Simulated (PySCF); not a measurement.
C6H11O (charge +1).
Numbering: `[CH2:1]=[CH:2][CH+:3][CH2:4][O:5][CH2:6][CH3:7]` (hydrogens: H8, H9 on C1; H10 on C2; H11 on C3; H12, H13 on C4; H14, H15 on C6; H16, H17, H18 on C7)

The closed-shell SCF was solved with PySCF and density fitting under several settings on one GFN2-xTB geometry (grid level 2 and gas phase unless stated).

| settings | basis functions | SCF cycles | E (Eh) | HOMO (eV) | LUMO (eV) |
| --- | --- | --- | --- | --- | --- |
| PBE0/pcSseg-1 | 174 | 15 | -309.7315 | -12.40 | -9.00 |
| PBE0/def2-SVPD | 231 | 15 | -309.5619 | -12.42 | -8.98 |

Question: Estimate the rows for these settings: (1) OPBE/ANO-RCC-VDZP; (2) wB97X/6-311G**, grid level 1.

Answer: 
```
                    settings  basis functions  SCF cycles     E (Eh)  HOMO (eV)  LUMO (eV)
           OPBE/ANO-RCC-VDZP              153          18  -310.0941     -11.12      -9.70
wB97X/6-311G**, grid level 1              192          12  -310.1356     -14.68      -6.85
```

Question: Over all rows, what range does the HOMO–LUMO gap span?

Answer: From 1.42 eV (OPBE/ANO-RCC-VDZP) to 7.83 eV (wB97X/6-311G**, grid level 1). The functional of the narrowest has no exact exchange, that of the widest range-separated exact exchange.

Question: Compare two rows with the functional PBE0: PBE0/pcSseg-1 and PBE0/def2-SVPD. Which energy is lower, and by how much?

Answer: PBE0/pcSseg-1 (174 functions) lies 0.1696 Eh or 106 kcal/mol below PBE0/def2-SVPD (231 functions). The smaller set gives the lower energy; the two sets aren't nested, so the variational bound doesn't order them by size.

Cycle counts include a coarse-grid stage where the run had one. All basis functions are spherical, in the Pople sets too. ANO-RCC sets were contracted for a scalar-relativistic Hamiltonian, but ran non-relativistically here.

Shape of the structure used: `[CH2:1]=[CH:2][CH+:3][CH2:4][O:5][CH2:6][CH3:7]`: C1–C2–C3–C4 0°, C2–C3–C4–O5 1°, C3–C4–O5–C6 -179°, C4–O5–C6–C7 -168°.

One conformer stands for the species.
